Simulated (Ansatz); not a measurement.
Total energies of CH₃F₂NOSi (`O[SiH]1NC1(F)F`).

```xyz
9

O    -0.679   -0.419   -1.978
Si   -0.199   -0.747   -0.460
N     1.009    0.149    0.315
C    -0.205    0.435    0.960
F    -0.622    1.733    0.891
F    -0.270    0.114    2.277
H    -0.718    0.503   -2.245
H    -0.255   -2.212   -0.336
H     1.938    0.443    0.576
```

Total charge 0; spin multiplicity 1. All single points use the PBE0-D4/def2-TZVP geometry. It is one conformer, not always the lowest. Basis def2-TZVPP, the Gaussian-basis code of Ansatz.

RPA on PBE orbitals: Hartree–Fock energy of these orbitals -656.85330 Eh, correlation -1.85937 Eh (frozen core).

```tsv
functional	energy without D4 (Eh)	D4 term (kJ/mol)
LDA (SPW92)	-655.52898	–
revPBE	-659.08337	-58.5
BLYP	-659.20967	-40.6
r2SCAN	-659.07483	-4.4
B3LYP	-659.28488	-29.3
r2SCANh	-659.05138	-4.6
HSE06 (plane-wave form)	-658.74797	-14.0
BHLYP	-659.09994	-21.5
LC-ωPBE	-658.96580	–
B2PLYP	-658.92019	–
```

Question: Give the same for PBE, B97M-V, PBE0, r2SCAN0, CAM-B3LYP, ωB97X-V, ωB97M-V, PBE-QIDH. (Estimate.)

Answer: Computed: 
```
functional  energy without D4 (Eh)  D4 term (kJ/mol)
       PBE              -658.74394             -18.1
    B97M-V              -659.08830                 –
      PBE0              -658.77011             -15.1
   r2SCAN0              -659.01785              -5.1
 CAM-B3LYP              -659.16612             -15.2
   ωB97X-V              -659.10056                 –
   ωB97M-V              -659.15289                 –
  PBE-QIDH              -658.63579                 –
```

B3LYP takes the VWN-RPA correlation (the form of Gaussian; ORCA's B3LYP/G). HSE06 is the plane-wave form, built on full-range PBE exchange. The double hybrids freeze the cores in their second-order part.

LC-ωPBE has ω = 0.4 bohr⁻¹.
